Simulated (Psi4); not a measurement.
Approach curve of the dimer HF ··· F4Si (SMILES F and F[Si](F)(F)F), singlet. Monomers: optimised at B3LYP-D3(BJ) (def2-TZVP), held rigid. Orientation: lowest of the rigid-body minima from ten starts at GFN2-xTB. R is the distance of the centres of mass, along which the second monomer moves.

- PBE/def2-TZVP, counterpoise-corrected (Psi4)
- PBE-D3(BJ)/def2-TZVP, counterpoise-corrected (Psi4)
- SAPT0/jun-cc-pVDZ, frozen core (Psi4)

Interaction energies in kJ/mol; the last columns give the difference from SAPT0:

```json
[
 {"R / Å": "3.87", "PBE/def2-TZVP": "18.89", "PBE-D3(BJ)/def2-TZVP": "16.79", "SAPT0/jun-cc-pVDZ": "13.05", "PBE/def2-TZVP − SAPT0/jun-cc-pVDZ": "5.84", "PBE-D3(BJ)/def2-TZVP − SAPT0/jun-cc-pVDZ": "3.74"},
 {"R / Å": "4.05", "PBE/def2-TZVP": "1.28", "PBE-D3(BJ)/def2-TZVP": "-0.60", "SAPT0/jun-cc-pVDZ": "-3.65", "PBE/def2-TZVP − SAPT0/jun-cc-pVDZ": "4.93", "PBE-D3(BJ)/def2-TZVP − SAPT0/jun-cc-pVDZ": "3.05"},
 {"R / Å": "4.19", "PBE/def2-TZVP": "-4.39", "PBE-D3(BJ)/def2-TZVP": "-6.10", "SAPT0/jun-cc-pVDZ": "-8.82", "PBE/def2-TZVP − SAPT0/jun-cc-pVDZ": "4.44", "PBE-D3(BJ)/def2-TZVP − SAPT0/jun-cc-pVDZ": "2.73"},
 {"R / Å": "4.43", "PBE/def2-TZVP": "-7.13", "PBE-D3(BJ)/def2-TZVP": "-8.57", "SAPT0/jun-cc-pVDZ": "-10.75", "PBE/def2-TZVP − SAPT0/jun-cc-pVDZ": "3.61", "PBE-D3(BJ)/def2-TZVP − SAPT0/jun-cc-pVDZ": "2.18"},
 {"R / Å": "4.65", "PBE/def2-TZVP": "-6.67", "PBE-D3(BJ)/def2-TZVP": "-7.87", "SAPT0/jun-cc-pVDZ": "-9.47", "PBE/def2-TZVP − SAPT0/jun-cc-pVDZ": "2.80", "PBE-D3(BJ)/def2-TZVP − SAPT0/jun-cc-pVDZ": "1.60"},
 {"R / Å": "4.83", "PBE/def2-TZVP": "-5.71", "PBE-D3(BJ)/def2-TZVP": "-6.73", "SAPT0/jun-cc-pVDZ": "-7.92", "PBE/def2-TZVP − SAPT0/jun-cc-pVDZ": "2.21", "PBE-D3(BJ)/def2-TZVP − SAPT0/jun-cc-pVDZ": "1.19"},
 {"R / Å": "5.09", "PBE/def2-TZVP": "-4.27", "PBE-D3(BJ)/def2-TZVP": "-5.07", "SAPT0/jun-cc-pVDZ": "-5.88", "PBE/def2-TZVP − SAPT0/jun-cc-pVDZ": "1.61", "PBE-D3(BJ)/def2-TZVP − SAPT0/jun-cc-pVDZ": "0.81"},
 {"R / Å": "5.41", "PBE/def2-TZVP": "-2.87", "PBE-D3(BJ)/def2-TZVP": "-3.45", "SAPT0/jun-cc-pVDZ": "-4.06", "PBE/def2-TZVP − SAPT0/jun-cc-pVDZ": "1.19", "PBE-D3(BJ)/def2-TZVP − SAPT0/jun-cc-pVDZ": "0.61"},
 {"R / Å": "5.94", "PBE/def2-TZVP": "-1.49", "PBE-D3(BJ)/def2-TZVP": "-1.81", "SAPT0/jun-cc-pVDZ": "-2.30", "PBE/def2-TZVP − SAPT0/jun-cc-pVDZ": "0.81", "PBE-D3(BJ)/def2-TZVP − SAPT0/jun-cc-pVDZ": "0.49"},
 {"R / Å": "6.64", "PBE/def2-TZVP": "-0.70", "PBE-D3(BJ)/def2-TZVP": "-0.85", "SAPT0/jun-cc-pVDZ": "-1.19", "PBE/def2-TZVP − SAPT0/jun-cc-pVDZ": "0.49", "PBE-D3(BJ)/def2-TZVP − SAPT0/jun-cc-pVDZ": "0.35"},
 {"R / Å": "7.62", "PBE/def2-TZVP": "-0.31", "PBE-D3(BJ)/def2-TZVP": "-0.36", "SAPT0/jun-cc-pVDZ": "-0.54", "PBE/def2-TZVP − SAPT0/jun-cc-pVDZ": "0.23", "PBE-D3(BJ)/def2-TZVP − SAPT0/jun-cc-pVDZ": "0.18"},
 {"R / Å": "8.97", "PBE/def2-TZVP": "-0.12", "PBE-D3(BJ)/def2-TZVP": "-0.14", "SAPT0/jun-cc-pVDZ": "-0.22", "PBE/def2-TZVP − SAPT0/jun-cc-pVDZ": "0.09", "PBE-D3(BJ)/def2-TZVP − SAPT0/jun-cc-pVDZ": "0.08"}
]
```

PBE/def2-TZVP is furthest from SAPT0/jun-cc-pVDZ at 3.87 (5.84 kJ/mol, above); its mean absolute difference over the points is 2.35 kJ/mol.

PBE-D3(BJ)/def2-TZVP is furthest from SAPT0/jun-cc-pVDZ at 3.87 (3.74 kJ/mol, above); its mean absolute difference over the points is 1.42 kJ/mol.
